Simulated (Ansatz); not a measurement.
Species: B$_{2}$O$_{3}$, charge 0, multiplicity 1. 
Geometry from a B3LYP-D3(BJ)/def2-TZVP (Ansatz, a program for electronic structure) optimisation:
```xyz
5

O     -2.3578    -0.3880    -0.4469
B     -1.2349     0.0007    -0.2404
O     -0.0192     0.4735    -0.0184
B      1.2301     0.1191     0.2357
O      2.3800    -0.1604     0.4682
```
Charge 0, spin multiplicity 1.

Q: Give the harmonic wavenumbers at B3LYP-D3(BJ)/def2-TZVP (Ansatz, finite differences of forces, unscaled).

A: 87, 472, 479, 500, 534, 739, 1260, 2121, 2124 cm⁻¹. Zero-point energy 11.9 kcal/mol.

Q: From these and the geometry, give the ideal-gas thermochemistry at 298.15 K and 1 atm (rigid rotor, harmonic oscillator).

A: Point group C2v, rotational symmetry number 2. Rotational constants 83, 2.289, 2.227 GHz. S(trans) 38.64, S(rot) 22.77, S(vib) 6.70, S(elec, spin only) 0.00, S 68.1 cal/(mol K). H(298) - H(0) 3.49 kcal/mol; G - E(el) -4.9 kcal/mol. Tabulated S at 1 bar: 66.9 cal/(mol K) (CRC Handbook, as tabulated in the package chemicals); it can hold hindered rotation or other conformers, which this model lacks.
